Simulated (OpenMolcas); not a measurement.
V4+: moving the ligands

V4+ with 6 ligands (chloride) in octahedral coordination (Oh) at 2.34 Å. A charge of +0.333 e stands 2.4 Å behind each ligand. Ligand basis ANO-RCC-VDZP.

```json
{
 "Program": "OpenMolcas 26.06",
 "Method": "SS-CASPT2, IPEA 0.25 Eh, imaginary shift 0.1 Eh (closed shells correlated: 3s 3p and the ligand valence shells)",
 "Basis": "ANO-RCC-VDZP [5s4p2d1f]",
 "Scalar Hamiltonian": "DKH2, point nucleus",
 "Active space": "1 electron in 5 orbitals (3d)",
 "State averaging": "2S+1 = 2 even, 5 roots",
 "Spin-orbit coupling": "state interaction with AMFI integrals over the reference wave functions"
}
```

Runs around this geometry, states (labels of O, the rotations of Oh). Energies in cm-1 above the lowest state or level, χT in cm3 K/mol; under a threefold ground state the first gap can be a small split of the lowest multiplet, not the spin-orbit step; 10Dq is the gap between the two states.

| R (Å) | Ground state | First state of that spin | 10Dq | First gap with spin-orbit (degeneracies) | χT at 300 K |
| --- | --- | --- | --- | --- | --- |
| 2.26 | 2T2 | 2E 22160 | 22160 | 330 (4, 2) | 0.369 |
| 2.34 | 2T2 | 2E 20640 | 20637 | 330 (4, 2) | 0.370 |
| 2.47 | 2T2 | 2E 18190 | 18187 | 330 (4, 2) | 0.372 |

Taking |10Dq| as R^-n, n = -ln(18187 / 22160) / ln(2.47 / 2.26) = 2.2 between the shortest and longest distance. The point-charge formula for a cubic d site gives n = 5.

Roots that are degenerate in the reference are averaged as groups; the widest CASPT2 spread within a group is 270 cm-1 (the 3-fold group of multiplicity 2 near 0 cm-1 above the lowest state of its run, R = 2.34). Shifts and gaps below about the spread of the groups concerned are not significant. Over all roots computed the reference weight is 0.64 in R = 2.26, 0.64 in R = 2.34, 0.63 in R = 2.47; a low but even weight reflects the number of correlated electrons. An orbital triplet at a regular site is open to Jahn-Teller coupling, which can distort the site and quench the lowest spin-orbit gaps and is left out. Ligand-to-metal charge-transfer states are missing. With one d shell and no ligand orbital active, 10Dq can be off by a tenth or more. The least metal-like active orbital is 74 % on the metal (Löwdin) and no ligand orbital is active, so the numbers are rough (holds for R = 2.26). The least metal-like active orbital is 75 % on the metal (Löwdin) and no ligand orbital is active, so the numbers are rough (holds for R = 2.34; R = 2.47). No measured value stands beside these numbers; the geometry is a model, was not optimised and need not be the one that this ion takes.
